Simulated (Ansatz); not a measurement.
Steps of a relaxation of C₂H₃BOS (`BC(=O)C=S`) with RKS PBE-D4/def2-SVP.

```sh
$ ansatz run in.yaml --threads 2 --pin off --events-out ev --progress --plain --max-ram 4352MiB
```

```yaml
crystal:
  periodic: [false, false, false]
  atoms:
    - {symbol: B, position_ang: [0.472300, 1.175100, 0.519200]}
    - {symbol: C, position_ang: [0.284900, -0.323400, 0.286300]}
    - {symbol: O, position_ang: [0.961400, -1.102100, 0.963500]}
    - {symbol: C, position_ang: [-0.577400, -0.833600, -0.717700]}
    - {symbol: S, position_ang: [-0.814100, -2.460000, -0.986000]}
    - {symbol: H, position_ang: [1.179700, 1.655600, 1.311200]}
    - {symbol: H, position_ang: [-0.200300, 1.976700, -0.123900]}
    - {symbol: H, position_ang: [-1.214400, -0.145200, -1.308400]}
basis:
  gaussian: {orbitals: def2-SVP}
hamiltonian: {xc: pbe, dispersion: d4}
relax: {f_tol: 0.03, max_steps: 200}
```

Positions (Å) and forces (eV/Å) along the path, 17 of 28 steps:

```xyz
8
step=1 energy=-15661.1554 eV
B     0.472    1.175    0.519   -1.161    2.150   -0.720
C     0.285   -0.323    0.286    1.617   -0.362    1.180
O     0.961   -1.102    0.964    0.648   -0.663    0.807
C    -0.577   -0.834   -0.718   -2.480   -2.086   -2.141
S    -0.814   -2.460   -0.986    0.162    0.753    0.028
H     1.180    1.656    1.311    0.885    0.106    0.846
H    -0.200    1.977   -0.124    0.108   -0.150   -0.021
H    -1.214   -0.145   -1.308    0.222    0.253    0.021
8
step=2 energy=-15661.3557 eV
B     0.421    1.216    0.547    0.262    0.948   -0.823
C     0.337   -0.335    0.270    0.184   -0.555    1.636
O     1.005   -1.105    0.986    0.005    0.193   -0.341
C    -0.655   -0.871   -0.679   -0.340   -0.997   -1.848
S    -0.849   -2.481   -1.013   -0.037    0.607    0.327
H     1.220    1.657    1.327    0.066   -0.064    0.340
H    -0.219    2.007   -0.134   -0.125   -0.127    0.220
H    -1.168   -0.145   -1.361   -0.015   -0.005    0.489
8
step=4 energy=-15661.4828 eV
B     0.445    1.248    0.516    0.002    0.099   -0.006
C     0.322   -0.346    0.312    0.395   -0.359    0.377
O     1.006   -1.108    1.014   -0.366    0.357   -0.356
C    -0.627   -0.897   -0.734   -0.346   -0.268   -0.371
S    -0.855   -2.496   -1.038    0.115    0.396    0.135
H     1.235    1.659    1.341   -0.049   -0.049   -0.053
H    -0.230    2.024   -0.137    0.019   -0.049    0.033
H    -1.204   -0.141   -1.329    0.230   -0.127    0.242
8
step=6 energy=-15661.5176 eV
B     0.471    1.236    0.500   -0.132    0.326   -0.170
C     0.295   -0.350    0.342    0.092   -0.555    0.178
O     0.819   -1.099    1.180   -0.342    0.328   -0.366
C    -0.612   -0.908   -0.767    0.446    0.012    0.424
S    -0.761   -2.488   -1.139    0.042    0.149    0.050
H     1.430    1.678    1.117   -0.186   -0.117   -0.197
H    -0.385    1.990    0.016    0.289   -0.227    0.312
H    -1.164   -0.117   -1.305   -0.209    0.084   -0.231
8
step=8 energy=-15661.6423 eV
B     0.476    1.227    0.495    0.087    0.012    0.029
C     0.235   -0.347    0.363    0.022    0.076    0.049
O     0.601   -1.055    1.309   -0.152    0.268   -0.162
C    -0.563   -0.903   -0.801    0.202   -0.068    0.244
S    -0.667   -2.487   -1.161    0.012   -0.052   -0.032
H     1.587    1.663    0.793   -0.383   -0.127   -0.161
H    -0.499    1.971    0.344    0.327   -0.177    0.221
H    -1.078   -0.126   -1.398   -0.115    0.069   -0.187
8
step=9 energy=-15661.7169 eV
B     0.485    1.218    0.494    0.085    0.056    0.100
C     0.188   -0.328    0.368   -0.103   -0.200    0.066
O     0.458   -1.007    1.370   -0.024    0.406   -0.204
C    -0.543   -0.909   -0.818    0.048   -0.067    0.094
S    -0.568   -2.496   -1.187    0.028    0.012   -0.006
H     1.627    1.639    0.606   -0.209   -0.091   -0.046
H    -0.478    1.979    0.543    0.203   -0.117    0.126
H    -1.077   -0.152   -1.431   -0.029    0.001   -0.129
8
step=10 energy=-15661.7706 eV
B     0.495    1.206    0.522   -0.032    0.177   -0.097
C     0.126   -0.307    0.361    0.109    0.014   -0.147
O     0.386   -0.928    1.404   -0.138    0.207   -0.267
C    -0.544   -0.917   -0.849   -0.060   -0.083    0.231
S    -0.515   -2.511   -1.176    0.037   -0.075   -0.027
H     1.642    1.626    0.469   -0.194   -0.184    0.065
H    -0.437    1.969    0.738    0.155   -0.044    0.166
H    -1.061   -0.194   -1.525    0.124   -0.012    0.077
8
step=12 energy=-15661.8084 eV
B     0.488    1.217    0.515   -0.080    0.128    0.096
C     0.110   -0.289    0.330   -0.067    0.026   -0.243
O     0.365   -0.881    1.386    0.012    0.127    0.032
C    -0.547   -0.934   -0.857   -0.038   -0.047   -0.021
S    -0.499   -2.534   -1.165    0.020    0.012    0.022
H     1.641    1.598    0.454   -0.072   -0.081    0.012
H    -0.413    1.986    0.829    0.170   -0.102    0.060
H    -1.053   -0.219   -1.548    0.056   -0.063    0.042
8
step=13 energy=-15661.8367 eV
B     0.483    1.225    0.520   -0.069    0.027    0.157
C     0.088   -0.268    0.297   -0.096    0.053   -0.214
O     0.348   -0.824    1.373    0.036    0.098    0.053
C    -0.550   -0.949   -0.874   -0.048   -0.049   -0.052
S    -0.483   -2.555   -1.148    0.022    0.060    0.035
H     1.642    1.573    0.439   -0.007   -0.026   -0.010
H    -0.382    1.991    0.920    0.121   -0.088    0.010
H    -1.054   -0.250   -1.582    0.041   -0.076    0.021
8
step=14 energy=-15661.8681 eV
B     0.480    1.231    0.545   -0.049    0.016    0.168
C     0.045   -0.230    0.245   -0.138   -0.007   -0.012
O     0.325   -0.730    1.348    0.032    0.111   -0.064
C    -0.570   -0.968   -0.898    0.079   -0.012   -0.139
S    -0.447   -2.583   -1.117   -0.015    0.155    0.070
H     1.649    1.537    0.413   -0.045   -0.007    0.006
H    -0.332    1.990    1.058    0.147   -0.146   -0.090
H    -1.057   -0.304   -1.649   -0.010   -0.110    0.062
8
step=16 energy=-15661.8862 eV
B     0.488    1.227    0.582   -0.099    0.030    0.197
C    -0.010   -0.179    0.184   -0.006   -0.083    0.064
O     0.304   -0.636    1.303   -0.020    0.125   -0.095
C    -0.593   -0.975   -0.928    0.051   -0.137   -0.213
S    -0.383   -2.595   -1.068   -0.061    0.316    0.044
H     1.661    1.492    0.420    0.010    0.004   -0.022
H    -0.273    1.983    1.170    0.096   -0.130   -0.137
H    -1.101   -0.373   -1.720    0.030   -0.125    0.163
8
step=18 energy=-15661.8965 eV
B     0.506    1.211    0.607   -0.039   -0.028   -0.024
C    -0.022   -0.168    0.164   -0.011    0.160   -0.213
O     0.275   -0.593    1.298    0.032   -0.018    0.174
C    -0.598   -0.973   -0.940    0.076   -0.188    0.174
S    -0.323   -2.577   -1.079   -0.017    0.092   -0.042
H     1.683    1.456    0.444   -0.015   -0.016    0.032
H    -0.263    1.984    1.146    0.038   -0.056   -0.013
H    -1.166   -0.397   -1.696   -0.064    0.055   -0.087
8
step=20 energy=-15661.9063 eV
B     0.530    1.193    0.632    0.084   -0.058    0.009
C    -0.048   -0.137    0.121    0.005   -0.154    0.015
O     0.230   -0.496    1.292   -0.048    0.033   -0.103
C    -0.620   -0.984   -0.944   -0.027    0.045    0.006
S    -0.223   -2.561   -1.109    0.001    0.087   -0.009
H     1.718    1.393    0.491   -0.024    0.011   -0.005
H    -0.232    1.984    1.140   -0.042    0.093    0.011
H    -1.263   -0.448   -1.679    0.051   -0.057    0.077
8
step=21 energy=-15661.9110 eV
B     0.554    1.170    0.652    0.018    0.028    0.011
C    -0.067   -0.129    0.099    0.019   -0.204    0.184
O     0.174   -0.436    1.299   -0.069    0.047   -0.225
C    -0.639   -0.990   -0.941   -0.018   -0.037   -0.080
S    -0.113   -2.529   -1.160   -0.091    0.292    0.000
H     1.751    1.334    0.531   -0.034   -0.009   -0.012
H    -0.207    2.007    1.093    0.021    0.043   -0.014
H    -1.361   -0.483   -1.630    0.153   -0.159    0.137
8
step=26 energy=-15661.9251 eV
B     0.569    1.144    0.649   -0.009    0.028   -0.008
C    -0.120   -0.142    0.134    0.030   -0.030    0.001
O     0.058   -0.382    1.356   -0.024    0.032   -0.012
C    -0.658   -0.994   -0.916    0.025   -0.052   -0.040
S     0.080   -2.408   -1.285   -0.038    0.072    0.018
H     1.777    1.206    0.548   -0.017   -0.001    0.005
H    -0.140    2.071    0.990    0.024   -0.033    0.010
H    -1.473   -0.552   -1.532    0.010   -0.015    0.027
8
step=27 energy=-15661.9256 eV
B     0.571    1.144    0.646    0.001    0.020    0.028
C    -0.119   -0.142    0.131   -0.001    0.007    0.002
O     0.048   -0.374    1.356   -0.004    0.002   -0.016
C    -0.657   -0.994   -0.918    0.021   -0.048    0.001
S     0.086   -2.404   -1.291   -0.012    0.030    0.003
H     1.779    1.201    0.553   -0.010    0.000    0.000
H    -0.136    2.071    0.991    0.016   -0.018   -0.017
H    -1.481   -0.559   -1.525   -0.011    0.007   -0.001
8
step=28 energy=-15661.9259 eV
B     0.573    1.142    0.646    0.003    0.009    0.021
C    -0.121   -0.142    0.132   -0.005    0.008    0.000
O     0.037   -0.368    1.360    0.002    0.003   -0.010
C    -0.658   -0.995   -0.917    0.009   -0.023   -0.002
S     0.101   -2.392   -1.303   -0.003    0.009    0.001
H     1.782    1.191    0.559   -0.006    0.000    0.001
H    -0.130    2.075    0.980    0.008   -0.010   -0.011
H    -1.493   -0.567   -1.513   -0.008    0.004    0.000
```

It took 33 s on 2 threads of an AMD EPYC 7B13 on a shared host, with 0.17 GiB of host memory at the peak.
